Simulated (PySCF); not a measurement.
CH5FOSi2, SMILES F[Si@H]1CO[SiH2]1.

The structure is a stationary point at B3LYP-D3(BJ)/def2-SVP. The structure was generated by enumeration; whether it is a known compound was not checked.

All values below come from B3LYP/def2-TZVP in PySCF.

Gas-phase values at a fixed geometry.

```yaml
total_energy: -795.38250 hartree
highest_occupied_level: -7.65 eV
lowest_empty_level: -0.96 eV
orbital_gap: 6.70 eV
dipole_moment: 0.89 D
quadrupole, principal values (traceless, Buckingham form, about the centre of nuclear charge): -8.95, 2.20, 6.75 D·Å
mean_static_polarisability: 65.4 bohr³ (9.70 Å³)
polarisability_principal_values: 57.2, 61.7, 77.4 bohr³
```
